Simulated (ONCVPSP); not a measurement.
Scattering properties, ONCV potential for aluminium (Al)

Al, optimised norm-conserving Vanderbilt (ONCV), made with ONCVPSP 4.0.1 (LDA (Perdew-Wang 92), scalar-relativistic). Core [He], reference 2s2 2p6 3s2 3p1. Waves: 2s+3s: rc 1.10 bohr, ncon 4, nbas 7, qcut 11.4 1/bohr, 2 projectors; 2p+3p: rc 1.20 bohr, ncon 3, nbas 6, qcut 12.9 1/bohr, 2 projectors. Local part: polynomial inside 0.95 bohr (lpopt 3, dvloc0 0 Ha). Core correction: none.

The phase is arctan(r·R′/R) of the radial function R(r), unwrapped; energies in Ha, scanned from -5 to 5 Ha. A pole is an energy at which the radial function vanishes at the test radius. The pseudo phase is shifted by a multiple of π to meet the all-electron one at the reference energy, and phase errors are pseudo minus all-electron; the curves can meet again beyond the range given. Levels narrower than the energy grid can be missing from the lists of poles.

Problem. For each channel, where are the poles, and over which energies does the pseudopotential scatter like the atom?

Solution.

| channel | radius (bohr) | reference energy (Ha) | poles, all-electron | poles, pseudo | unbroken range about the reference energy with phases within 0.05 rad | phase error 1 Ha above the reference energy (rad) |
| --- | --- | --- | --- | --- | --- | --- |
| s | 1.12 | -0.29 | -3.22 | -3.22 | the whole range | -0.000 |
| p | 1.22 | -0.10 | -2.13 | -2.13 | the whole range | +0.000 |

Phases in the p channel:

```csv
E (Ha),all-electron,pseudo
-4.96,1.105,1.105
-4.72,1.071,1.071
-4.48,1.028,1.028
-4.24,0.971,0.971
-4.00,0.891,0.891
-3.76,0.771,0.772
-3.52,0.573,0.573
-3.28,0.215,0.216
-3.04,-0.366,-0.366
-2.80,-0.933,-0.933
-2.56,-1.276,-1.276
-2.32,-1.471,-1.471
-2.08,-1.594,-1.594
-1.84,-1.683,-1.682
-1.60,-1.752,-1.752
-1.36,-1.812,-1.812
-1.12,-1.866,-1.866
-0.88,-1.920,-1.920
-0.64,-1.975,-1.975
-0.40,-2.033,-2.033
-0.16,-2.099,-2.099
0.08,-2.174,-2.174
0.32,-2.262,-2.262
0.56,-2.368,-2.368
0.80,-2.497,-2.497
1.04,-2.655,-2.654
1.28,-2.843,-2.842
1.52,-3.057,-3.055
1.76,-3.283,-3.280
2.00,-3.500,-3.497
2.24,-3.693,-3.689
2.48,-3.854,-3.850
2.72,-3.985,-3.981
2.96,-4.091,-4.087
3.20,-4.177,-4.173
3.44,-4.247,-4.243
3.68,-4.305,-4.301
3.92,-4.354,-4.350
4.16,-4.396,-4.392
4.40,-4.432,-4.428
4.64,-4.463,-4.459
4.88,-4.491,-4.486
```
